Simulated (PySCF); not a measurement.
SMILES O=C1CC[CH]CC1, doublet, GFN2-xTB optimised geometry.

```
16

O     -1.44    -2.21     0.00
C     -0.79    -1.20     0.00
C      0.72    -1.20     0.00
C      1.31     0.06     0.64
C      0.79     1.28    -0.01
C     -0.54     1.24    -0.65
C     -1.43     0.17     0.00
H      1.07    -2.11     0.49
H      1.03    -1.25    -1.05
H      2.40     0.03     0.59
H      1.06     0.04     1.72
H      1.37     2.18    -0.01
H     -1.02     2.21    -0.59
H     -0.45     1.00    -1.72
H     -2.40     0.11    -0.48
H     -1.59     0.44     1.05
```

Density from unrestricted PBE0/def2-TZVP (PySCF) at that geometry.

Minimum of the electron density along straight lines between bonded atoms, close to the bond critical point (lines longer than 1.1 times the sum of covalent radii, or with two minima, are not listed):

```tsv
bond	length / Å	ρ at the minimum / e bohr⁻³	∇²ρ there / e bohr⁻⁵	position (fraction from the first atom)
O1–C2	1.206	0.424	0.00	0.67
C2–C3	1.510	0.262	-0.69	0.51
C3–C4	1.530	0.243	-0.59	0.50
C4–C5	1.478	0.270	-0.72	0.50
C5–C6	1.478	0.270	-0.72	0.50
C2–C7	1.510	0.262	-0.69	0.51
C6–C7	1.530	0.243	-0.59	0.50
C3–H8	1.091	0.279	-0.96	0.64
C3–H9	1.094	0.274	-0.92	0.64
C4–H10	1.094	0.277	-0.95	0.64
C4–H11	1.102	0.270	-0.90	0.64
C5–H12	1.074	0.288	-1.02	0.64
C6–H13	1.094	0.277	-0.95	0.64
C6–H14	1.102	0.270	-0.90	0.64
C7–H15	1.091	0.279	-0.96	0.64
C7–H16	1.094	0.274	-0.92	0.64
```
